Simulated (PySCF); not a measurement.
## Correlation energy of Hg⁵⁰⁺ (mercury, charge +50)

[Ar] 3d10 4s2, closed-shell 1S. Computed with PySCF 2.14 in an even-tempered Gaussian basis (17 s from 6.6 bohr⁻², ratio 2.5; 11 p from 8.6 bohr⁻², ratio 2.5; 8 d from 15 bohr⁻², ratio 2.5; 4 f from 39 bohr⁻², ratio 2.7; 4 g from 58 bohr⁻², ratio 2.7), with the non-relativistic Hamiltonian (point nucleus). Frozen: [Ne]; 20 electrons correlated; the 31 highest virtual orbitals of each spin left out.

MP2 pair energies summed by pair of shells (mhartree):

```json
{"pair": "3d-3d", "energy": "-413.58", "share (%)": "42.3"}
{"pair": "3p-3d", "energy": "-223.95", "share (%)": "22.9"}
{"pair": "4s-4s", "energy": "-88.53", "share (%)": "9.1"}
{"pair": "3d-4s", "energy": "-84.21", "share (%)": "8.6"}
{"pair": "3p-3p", "energy": "-62.44", "share (%)": "6.4"}
{"pair": "3s-3d", "energy": "-44.00", "share (%)": "4.5"}
{"pair": "3s-3p", "energy": "-26.24", "share (%)": "2.7"}
{"pair": "3p-4s", "energy": "-26.24", "share (%)": "2.7"}
{"pair": "3s-4s", "energy": "-4.45", "share (%)": "0.5"}
{"pair": "3s-3s", "energy": "-4.39", "share (%)": "0.4"}
```

Total MP2 correlation energy: -978.02 mhartree.

MP2 falls well short for the outer s pair, which is nearly degenerate with np².

At this charge a non-relativistic calculation is a model, useful for the Z dependence of the correlation energy.
